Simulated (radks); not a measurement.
Q: All-electron atom: Zr in [Kr] 4d2 5s2. Method: scalar-relativistic Kohn-Sham, PBE, spin-polarised, spherical densities, finite nucleus; open shells are filled with parallel spins first (spin-orbit coupling, left out, can overturn this in heavy ions); Fermi nuclear charge, rms radius 4.2694 fm; hard spherical wall at 4 bohr; computed with a radial shooting solver on a logarithmic mesh with Libxc functionals. Some entries of the table are withheld. Estimate them.

orbital,occ.,eigenvalue (Ry),<r> (bohr),<1/r> (bohr^-1)
1s down,1,-1309.322,0.03707,41.25
1s up,1,-1309.321,0.03707,41.25
2s up,1,-180.7737,0.1626,9.249
2s down,1,-180.7613,0.1626,9.250
2p up,3,-161.1224,0.1417,9.012
2p down,3,-161.1134,0.1417,9.013
3s up,1,-29.01412,0.4586,3.139
3s down,1,-29.00742,0.4586,3.139
3p up,3,-22.61302,0.4623,2.980
3p down,3,-22.60560,0.4623,2.979
3d up,5,-12.10807,0.4530,2.738
3d down,5,-12.09650,0.4529,2.738
4s up,1,-3.39383,1.228,1.101
4s down,1,-3.31404,1.223,1.108
4p up,3,-1.80666,1.393,0.9565
4p down,3,-1.71498,1.387,0.9628
4d up,2,0.31288,1.881,0.6721
4d down,0,0.41540,1.885,0.6723
5s up,1,(1),2.424,0.5429
5s down,1,(2),2.434,0.5385
5p up,0,1.20615,2.452,0.5582
5p down,0,1.27757,2.461,0.5546
4f up,0,1.91840,2.416,0.4526
4f down,0,2.00990,2.429,0.4500
6s up,0,(3),(4),0.6434
6s down,0,(5),(6),0.6435

A: 
(1) 5s up eigenvalue (Ry): 0.59663
(2) 5s down eigenvalue (Ry): 0.67585
(3) 6s up eigenvalue (Ry): 4.12791
(4) 6s up <r> (bohr): 2.373
(5) 6s down eigenvalue (Ry): 4.20190
(6) 6s down <r> (bohr): 2.371
